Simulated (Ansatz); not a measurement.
Consider the redistribution: `C[SiH](F)Cl` + `F[Si](F)(Cl)[NH][GeH2][Cl]` → `F[SiH](Cl)[NH][GeH2][Cl]` + `C[Si](F)(F)Cl`.

Isolated molecules relaxed with PBE0-D4/def2-TZVP in Ansatz; ΔE leaves out vibrations. CCSD(T)/CBS adds triple-zeta CCSD(T) − MP2 to the extrapolated MP2 energy (def2 sets, frozen cores). For Ge outer-core shells are correlated without core-valence functions, which leaves a few kJ/mol of doubt a bond. Scalar relativity is left out up to krypton. Each species was taken in one conformer, which may not be the lowest.

`C[SiH](F)Cl`:

Cartesian coordinates in Å:
```
C -0.048 -0.936 0.382
Si 0.159 0.752 -0.330
F 0.191 0.657 -1.921
Cl -1.426 1.938 0.185
H 0.788 -1.576 0.088
H -0.082 -0.887 1.472
H -0.976 -1.389 0.028
H 1.394 1.442 0.096
```

`F[Si](F)(Cl)[NH][GeH2][Cl]`:

Cartesian coordinates in Å:
```
F -0.201 0.637 2.653
Si -0.527 -0.331 1.449
F -0.576 -1.772 2.094
Cl -2.356 0.094 0.708
N 0.629 -0.216 0.230
Ge 0.415 0.182 -1.548
Cl 0.138 2.304 -1.783
H 1.594 -0.212 0.531
H -0.839 -0.502 -2.084
H 1.724 -0.184 -2.250
```

`F[SiH](Cl)[NH][GeH2][Cl]`:

```xyz
10

F    -0.515    2.606   -0.458
Si   -0.106    1.485    0.594
Cl   -1.845    0.838    1.437
N     0.667    0.169   -0.142
Ge   -0.034   -1.418   -0.730
Cl    0.019   -2.861    0.870
H     0.757    2.137    1.592
H     1.674    0.224   -0.208
H     0.878   -1.961   -1.833
H    -1.495   -1.220   -1.122
```

`C[Si](F)(F)Cl`:

Cartesian coordinates in Å:
```
C -0.153 0.208 -0.980
Si 0.179 -0.110 0.793
F 1.695 -0.499 1.024
F -0.092 1.185 1.661
Cl -0.965 -1.609 1.544
H 0.481 1.022 -1.341
H 0.054 -0.685 -1.573
H -1.198 0.488 -1.128
```

| species | HF/def2-QZVPP energy (Eh) |
| --- | --- |
| `C[SiH](F)Cl` | -888.32338 |
| `F[Si](F)(Cl)[NH][GeH2][Cl]` | -3538.92444 |
| `F[SiH](Cl)[NH][GeH2][Cl]` | -3439.93742 |
| `C[Si](F)(F)Cl` | -987.31167 |

(1) Work out ΔE.

Largest T1 diagnostic among the species: 0.011.

## Answers

(1) ΔE = (-3439.93742) + (-987.31167) − (-888.32338) − (-3538.92444) = -0.00127 Eh = -3.3 kJ/mol. CCSD(T)/CBS gives -5.2 kJ/mol.
